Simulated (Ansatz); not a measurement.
Li₄S, relaxed as a quintet with UKS B3LYP-D4/def2-TZVP in Ansatz, starting from the B3LYP-D4/def2-TZVP geometry of the neutral singlet. Force threshold 0.02 eV/Å.

At B3LYP-D4/def2-TZVP a singlet of charge 0 lies 3.75 eV below the quintet, each at its own geometry. The structure comes from a short search, and lower isomers may exist.

Start:

```xyz
5

Li    0.105   -3.287   -0.506
Li   -0.940   -0.759    0.826
Li    0.933   -0.396   -0.950
Li   -0.025    3.261    0.401
S    -0.073    1.181    0.229
```

Q: Estimate the energy that the relaxation releases and the steps that it takes.

A: 0.67 eV, in 13 steps; 19 s on 4 threads of Arm Neoverse V2 on a shared host. No frequencies were taken in this run, so the end may be a saddle point.

Q: Does the start keep its bonding and symmetry?

A: By distances, no bond broke or formed, bridged metal pairs apart. The bond that changes most is Li4–S5, from 2.09 to 2.38 Å (atoms count from 1). Metal–metal contacts that move far: Li2–Li3 2.61 to 3.63 Å. Point group Cs at the start, Cs at the end, both within 0.05 Å.

Q: Predict the relaxed structure.

A: 
Cartesian coordinates in Å:
```
Li 0.313 -2.791 -0.638
Li -1.412 -1.171 1.237
Li 1.095 0.123 -1.050
Li 0.545 2.896 -0.181
S -0.541 0.944 0.632
```
Bond lengths (bridged metal pairs left out): 3 × Li–S 2.37 to 2.49 Å; 2 × Li–Li 3.02 to 3.05 Å.
